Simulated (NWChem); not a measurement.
System: SiF2, singlet; SMILES F[Si]F

```xyz
3

Si     0.0000     0.0000     0.5837
F      1.2659     0.0000    -0.4664
F     -1.2659     0.0000    -0.4664
```
Atoms are numbered in this order, from 1.

Level: PBE-D3(BJ)/def2-SVP (NWChem), optimised geometry, unscaled harmonic frequencies. Low-valent species are run as closed-shell singlets; no triplet was tried in these runs.

**Question.** List the harmonic frequencies with IR intensities, and the thermochemistry.

**Answer.** 
```csv
frequency (cm⁻¹),IR intensity (km/mol)
315,14.7
827,98.5
855,119.5
```

```
Property                                                                            Value
-----------------------------------------------------------------------  ----------------
zero-point energy                                                            2.9 kcal/mol
thermal correction to the enthalpy at 298.15 K (with zero-point energy)      5.6 kcal/mol
heat capacity Cv                                                          8.8 cal/(mol K)
entropy at 298.15 K and 1 atm (symmetry number 2)                        61.6 cal/(mol K)
dipole moment                                                                      1.04 D
```

Rigid rotor and harmonic oscillator.
